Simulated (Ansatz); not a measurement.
Consider the silylene formation by 1,1-elimination: `N[SiH2]CBCl` → `CBCl` + `N[SiH]`.

Computed with Ansatz on PBE0-D4/def2-TZVP structures; ΔE is electronic, products minus reactants. CBS: MP2 limit from def2 TZ/QZ plus the TZ coupled-cluster correction, frozen cores. This one scheme is used for every species. Functionals use def2-TZVPP. One conformer a species, not always the lowest.

Question: Is it downhill or uphill in electronic energy at CCSD(T)/CBS, and by how much? (Best estimate.)

Answer: Ansatz gave: Uphill: ΔE = +171.4 kJ/mol.

Question: What do these levels give: PBE0-D4, PBE0, HF/def2-TZVPP, CCSD/def2-TZVPP, HF/def2-QZVPP, MP2/def2-QZVPP? (Estimate.)

Answer: Ansatz gave: PBE0-D4 178.2, PBE0 168.2, HF/def2-TZVPP 154.1, CCSD/def2-TZVPP 163.2, HF/def2-QZVPP 154.6, MP2/def2-QZVPP 187.1 kJ/mol.

Largest T1 diagnostic among the species: 0.015.

In def2-TZVPP, CCSD(T) changes the Hartree–Fock value by +11.5 kJ/mol (the triples alone add +2.4 kJ/mol) and MP2 by +29.5 kJ/mol. From PBE to PBE0 (25 % exact exchange), in def2-TZVPP and without D4, ΔE moves by +15.1 kJ/mol.
